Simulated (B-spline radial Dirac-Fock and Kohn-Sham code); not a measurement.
**The Mo-like isoelectronic sequence (42 electrons), Z = 42 to 57**

Model: Dirac-Fock (average of configuration) total-energy differences with a finite nucleus, the Breit interaction including its frequency dependence, and self-energy and vacuum-polarisation corrections. Program: a radial finite-basis atomic code. Binding energies in eV, tabulated ground configurations. Electron correlation is not included.

| ion | configuration | 2p1/2 | 2p3/2 | 3p1/2 | 3p3/2 | outermost level | NIST ionisation energy |
| --- | --- | --- | --- | --- | --- | --- | --- |
| Mo | [Kr] 4d5 5s1 | 2634.1 | 2529.2 | 421.4 | 403.7 | 5.61 (5s) | 7.09243 |
| Tc⁺ | [Kr] 4d5 5s1 | 2815.3 | 2698.9 | 470.0 | 450.0 | 13.51 (5s) | 15.26 |
| Ru²⁺ | [Kr] 4d6 | 2999.6 | 2870.6 | 517.4 | 494.9 | 28.90 (4d) | 28.47 |
| Rh³⁺ | [Kr] 4d6 | 3197.4 | 3054.9 | 573.6 | 548.5 | 45.34 (4d) | 42 ± 1.7 |
| Pd⁴⁺ | [Kr] 4d6 | 3403.7 | 3246.5 | 633.8 | 605.7 | 64.01 (4d) | 61 ± 1.9 |
| Ag⁵⁺ | [Kr] 4d6 | 3618.4 | 3445.5 | 697.8 | 666.5 | 84.79 (4d) | 82 ± 2 |
| Cd⁶⁺ | [Kr] 4d6 | 3841.5 | 3651.7 | 765.6 | 730.8 | 107.6 (4d) | 105 ± 2 |
| In⁷⁺ | [Kr] 4d6 | 4073.0 | 3865.0 | 836.9 | 798.4 | 132.3 (4d) | 130.1 ± 2.1 |
| Sn⁸⁺ | [Kr] 4d6 | 4312.9 | 4085.4 | 912.0 | 869.3 | 159.0 (4d) | 156 ± 2.2 |
| Sb⁹⁺ | [Kr] 4d6 | 4561.4 | 4312.9 | 990.6 | 943.5 | 187.5 (4d) | 185 ± 2.2 |
| Te¹⁰⁺ | [Kr] 4d6 | 4818.3 | 4547.4 | 1072.9 | 1021.0 | 217.9 (4d) | 215 ± 2.4 |
| I¹¹⁺ | [Kr] 4d6 | ? | ? | ? | ? | ? | ? |
| Xe¹²⁺ | [Kr] 4d6 | 5358.1 | 5037.5 | 1248.3 | 1185.7 | 284.2 (4d) | 281 ± 3 |
| Cs¹³⁺ | [Kr] 4d6 | 5641.1 | 5293.1 | 1341.4 | 1272.8 | 320.1 (4d) | 316 ± 3 |
| Ba¹⁴⁺ | [Kr] 4d6 | 5932.8 | 5555.7 | 1438.2 | 1363.2 | 357.7 (4d) | 354 ± 3 |
| La¹⁵⁺ | [Kr] 4d6 | 6233.5 | 5825.3 | 1538.6 | 1456.8 | 397.2 (4d) | 393 ± 3 |

Q: Fill in the row of I¹¹⁺.

A: 2p1/2 5083.9, 2p3/2 4788.9, 3p1/2 1158.7, 3p3/2 1101.7, outermost 250.1 (4d), NIST 247 ± 2.5 eV.

NIST's values are for the lowest levels; a dash marks a value that is missing or belongs to another shell. Their kind here: measured, semi-empirical, theoretical. Where a p, d or f shell is open in either ion the computed value averages over both j values and all terms, while the table refers to the lowest levels; that difference holds spin-orbit splitting (largest in heavy or highly charged ions), term energies where several electrons share open shells, and correlation, and it can reach 10 % or more.
